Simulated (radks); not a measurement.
Numerical settings for neutral gallium, [Ar] 3d10 4s2 4p1. Calculated with a radial shooting solver on a logarithmic mesh with Libxc functionals: scalar-relativistic Kohn-Sham, PBE, spin-polarised, spherical densities, point nucleus; open shells are filled with parallel spins first. The defaults (mesh step 0.008 in ln r, mesh end at 40 bohr or more with all orbitals vanishing there, Anderson mixing 0.5 over 9 steps, residual threshold near 1e-9 with the energy settled to 1e-9 hartree or 1e-11 of itself, here a cap of 64 iterations) give E = -1943.9446 hartree and 4p at -2.870 eV in 16 iterations. Run on one thread of a shared host, so times are rough (Arm Neoverse N1): 0.28 s of CPU time, 0.28 s wall, 16 iterations on 2669 mesh points. Changes against that run (0 stands for a change within the tolerance of the run):

setting,iterations,converged,E (mhartree),e(4p) (meV),CPU (s)
mesh step in ln r 0.012,16,yes,0,0,0.19
mesh step in ln r 0.003,16,yes,0,0,0.71
mesh step in ln r 0.12,2,no,diverged,-,0.03
mesh end (bohr) 2,14,level above zero,+7.62e+03,+8.42e+04,0.18
mesh end (bohr) 1,14,level above zero,+1.2e+05,+7.32e+05,0.18
residual threshold 1e-16,64,no,0,0,0.6
residual threshold 0.1,10,yes,0,-0.22,0.21
mixing 0.01,64,no,0,0,1.1
"linear mixing, mixing 0.05",64,no,+1.21,-66.7,0.93
"linear mixing, mixing 0.8",64,no,+7.69e+04,+2.8e+03,2.2
mixing history 3,19,yes,0,0,0.3
iteration cap 8,8,no,-0.000223,+1.4,0.16

Settled on a wrong energy, with an occupied level pushed above zero by the early mesh end: mesh end (bohr) 2 (+7.62 hartree); mesh end (bohr) 1 (+120 hartree). Apart from these: no run marked as converged misses the energy by more than 1 mhartree. A mesh that ends early acts as a hard wall.
